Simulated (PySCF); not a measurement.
## Static response to an electric field

Species: C4H9N3Si.
Structure used (GFN2-xTB), in Å, numbered top down from 1:
```
atom  x, y, z in Å
N1     4.647    0.395   -1.327
C2     3.749    0.269   -0.627
Si3    2.280    0.067    0.510
C4     0.737    0.131   -0.608
N5    -0.451    0.007    0.217
C6    -1.688   -0.050   -0.538
C7    -2.866   -0.291    0.367
N8    -2.848   -0.645    1.567
H9     2.309    1.207    1.433
H10    2.401   -1.221    1.190
H11    0.723    1.041   -1.233
H12    0.744   -0.716   -1.301
H13   -0.499    0.784    0.870
H14   -1.624   -0.895   -1.236
H15   -1.871    0.858   -1.143
H16   -3.840   -0.139   -0.091
H17   -1.909   -0.791    1.941
```

Level: PBE0/def2-SVPD (PySCF), static field, nuclei fixed, core orbitals frozen in the response. The polarisability tensor in these axes (au):

```
x   117.23   3.69  -8.77
y     3.69  71.93  -5.46
z    -8.77  -5.46  92.49
```

What are the eigenvalues, a third of the trace, and Δα (Δα² = ½Σ(αi − αj)² over the three pairs)?

Principal values 70.52, 90.55 and 120.58 au; mean 93.89 au = 13.91 Å³ = 15.48 × 10⁻⁴⁰ C²·m²/J; Δα = 43.64 au (46 % of the mean).

What is the dipole moment, and where does it point?

(-1.91, 0.80, -0.20) D, 2.08 D in size, pointing from the negative to the positive side. Measured along this direction, the outermost atoms are N1 at the negative end and H16 at the positive end.

Along which axes do the principal values lie, and how far do the nuclei extend along each?

Largest value along (0.94, 0.11, -0.32), where the nuclei span 8.45 Å; middle along (0.33, -0.20, 0.92), 3.99 Å; least along (-0.03, 0.97, 0.23), 2.52 Å. The response follows the extents in order.

Find the Langevin capture rate constant for NH4+ (18.034 u) meeting this molecule (127.057 u), k = 2.342 × 10⁻⁹ cm³/s × √(α in Å³ / reduced mass in u).

The reduced mass is 15.79 u, so k = 2.20 × 10⁻⁹ cm³/s. The formula leaves out the permanent dipole, which adds to the capture rate.

Molar refractivity from α?

Lorentz–Lorenz: R = (4π/3)N_A α = 2.5225 cm³/(mol·Å³) × 13.91 Å³ = 35.1 cm³/mol, in the limit of long wavelengths.

In a dilute gas of rigid molecules at 350 K, how does the orientational term μ²/3kT compare with the electronic polarisability?

In Gaussian units μ²/3kT = 29.87 Å³ against 13.91 Å³, a ratio of 2.15; the Debye molar polarisation (4π/3)N_A(α + μ²/3kT) is 110.4 cm³/mol, leaving out the vibrational part.

Geometry: GFN2-xTB, one conformer, isolated molecule.
